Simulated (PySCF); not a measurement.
**M06-2X on Ga⁺ (gallium, charge +1)**

Configuration: [Ar] 3d10 4s1 4p1, high-spin 3P determinant (an excited configuration). Calculation: PySCF 2.14, in aug-cc-pVDZ-DK; the spin-free X2C one-electron Hamiltonian (Gaussian nucleus).

```
Total energy                                                  : -1943.358 hartree
One-electron energy                                           : -2696.562 hartree
Hartree (Coulomb) energy                                      : 829.171 hartree
Exchange-correlation energy                                   : -75.967 hartree
⟨S²⟩                                                          : 2.0001
⟨L²⟩                                                          : 2.006
Sum of ⟨r⟩                                                    : 20.01 bohr
Sum of ⟨r²⟩                                                   : 27.36 bohr²
Traceless quadrupole moment −½Σ⟨3z² − r²⟩ along its main axis : -3.68 e·bohr²
Langevin diamagnetic susceptibility                           : -21.7 ×10⁻⁶ cm³/mol
```

| shell | electrons | mean orbital energy (eV) | spread (eV) | rms radius, mean of both spins (bohr) |
| --- | --- | --- | --- | --- |
| 1s α | 1 | -10338.9 | 0 | 0.0560 |
| 1s β | 1 | -10338.8 | 0 | 0.0560 |
| 2s α | 1 | -1308.8 | 0 | 0.236 |
| 2s β | 1 | -1308.7 | 0 | 0.236 |
| 2p α | 3 | -1142.9 | 0.019 | 0.211 |
| 2p β | 3 | -1142.8 | 0.125 | 0.211 |
| 3s α | 1 | -171.96 | 0 | 0.700 |
| 3s β | 1 | -171.57 | 0 | 0.700 |
| 3p α | 3 | -121.03 | 0.204 | 0.737 |
| 3p β | 3 | -120.78 | 0.415 | 0.737 |
| 3d α | 5 | -36.443 | 0.300 | 0.904 |
| 3d β | 5 | -36.235 | 0.491 | 0.904 |
| 4s α | 1 | -20.136 | 0 | 2.38 |
| 4p α | 1 | -12.479 | 0 | 2.98 |

Densities and radii are taken from the X2C orbitals without a picture-change correction, which distorts them close to the nucleus.
